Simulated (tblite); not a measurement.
Give a GFN2-xTB geometry of `FC(F)(F)c1c[c]ccc1` [radical]. (Doublet state.)

```xyz
14
C7H4F3 angstrom
F      2.2381   -1.2559   -1.1008
C      2.0138   -0.3158   -0.1683
F      2.7748    0.7375   -0.4980
F      2.5240   -0.8026    0.9813
C      0.5578    0.0313   -0.0354
C      0.1859    1.3316    0.3187
C     -1.1492    1.5708    0.4424
C     -2.1380    0.6521    0.2553
C     -1.7489   -0.6425   -0.0875
C     -0.4078   -0.9477   -0.2289
H      0.9339    2.0936    0.4742
H     -3.1824    0.8993    0.3646
H     -2.4987   -1.4037   -0.2423
H     -0.1040   -1.9485   -0.4974
```

Any rigid rotation of these coordinates is as good. Atoms count from 1 in this order. Of the pairs four or more bonds apart, F3···H11 is among the closest relative to their van der Waals radii: 2.48 Å, 93 % of the sum of Bondi's values. The C–C distances run from 1.362 Å (C6–C7, aromatic) to 1.503 Å (C2–C5, drawn single), a spread of 0.141 Å. The 6-membered ring C5–C6–C7–C8–C9–C10 has internal angles of 116.6° to 125.5° (sum 720°, against 720° for a flat polygon); it is planar, 0.00 Å rms from its mean plane, widest ring torsion 1°. C9 (carbon bonded to 2 C and H) is planar (angles 120.2°, 120.0° and 119.7°, sum 360.0°, 0.00 Å off the plane of its three neighbours).

Bonds between heavy atoms (Å): F1–C2 1.343, C2–F3 1.341, C2–F4 1.349, C2–C5 1.503, C5–C6 1.398, C6–C7 1.362, C7–C8 1.363, C8–C9 1.395, C9–C10 1.383, C5–C10 1.389.

Structure optimised with GFN2-xTB, isolated species. This method treats the open shell by occupation alone, without spin polarisation.

Its lowest GFN2-xTB frequency is 11 cm⁻¹, too small to tell a flat minimum from a shallow saddle.

All values are computed, not measured.
